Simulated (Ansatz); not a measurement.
Cost and result for the atomization energy of C2H6AlGaO (11 atoms, 11 bonds).

```xyz
11

C     1.414   -1.146    0.464
C     0.475   -0.494    1.131
O    -0.464    0.296    0.553
Ga   -0.762    0.747   -1.395
Al   -1.859    1.297    1.246
H     2.124   -1.756    1.004
H     1.499   -1.094   -0.615
H     0.392   -0.549    2.214
H     0.446    1.640   -1.819
H    -2.005    1.629   -0.713
H    -1.261   -0.570   -2.070
```

Charge 0, multiplicity 1. Correlated methods include outer-core shells of Ga, which these sets cover unevenly. Scalar relativity is left out up to krypton. The bonds changed during the relaxation, so this is another structure than the one it started from. All single points use the PBE0-D4/def2-TZVP geometry. It is one conformer, not always the lowest. Program: Ansatz. All runs use 4 threads of an Arm Neoverse V2 on a shared host. Times are those of one run each, without the atoms' runs, and a repeat can differ threefold. Electronic energies, without spin–orbit coupling; frozen cores. CCSD(T)/CBS adds CCSD(T) − MP2 in def2-TZVPP to the MP2 limit, and its time is that of the two runs behind it. T1 = 0.015; the RHF reference is unstable towards UHF. With those shells the extrapolation isn't a true limit. B3LYP takes the VWN-RPA correlation (the form of Gaussian; ORCA's B3LYP/G).

CCSD(T)/CBS is a level of theory with its own doubt, some kJ/mol a heavy atom from the limit and from the frozen cores, so smaller differences don't rank the functionals.

| level | functions | wall time | atomization (kcal/mol) | difference from CCSD(T)/CBS | per bond |
| --- | --- | --- | --- | --- | --- |
| PBE-D4/def2-TZVPP (with forces) | 267 | 2.7 s | 906.4 | 11.6 | 1.1 |
| PBE0-D4/def2-TZVPP | 267 | 3.5 s | 890.3 | -4.5 | -0.4 |
| r2SCAN-D4/def2-TZVPP (with forces) | 267 | 5.5 s | 896.9 | 2.1 | 0.2 |
| B3LYP-D4/def2-TZVPP (with forces) | 267 | 5.5 s | 890.8 | -4.0 | -0.4 |
| B2PLYP/def2-TZVPP | 267 | 6.5 s | 881.5 | -13.3 | -1.2 |
| ωB97X-V/def2-TZVPP | 267 | 8.5 s | 893.7 | -1.1 | -0.1 |
| ωB97M-V/def2-TZVPP (with forces) | 267 | 13 s | 895.1 | 0.3 | 0.0 |
| MP2/def2-QZVPP | 510 | 30 s | 897.8 | 3.0 | 0.3 |
| CCSD(T)/def2-TZVPP | 267 | 3.2 min | 876.0 | -18.8 | -1.7 |
| CCSD(T)/CBS(def2) | – | 3.7 min | 894.8 | 0.0 | 0.0 |

From PBE to PBE0 (25 % exact exchange), in def2-TZVPP and without D4, the atomization energy moves by −15.1 kcal/mol: exact exchange takes away binding that semilocal exchange gives to molecules. In def2-TZVPP, CCSD(T) changes the Hartree–Fock value by +229.6 kcal/mol (the triples alone add +14.3 kcal/mol) and MP2 by +240.3 kcal/mol; breaking electron pairs costs correlation energy, which Hartree–Fock lacks. The D4 term adds +11.2 kcal/mol with B3LYP and +5.9 kcal/mol with PBE0; it sums over pairs of atoms, weighted by their polarisabilities, and B3LYP, whose exchange is more repulsive, gets the larger term.
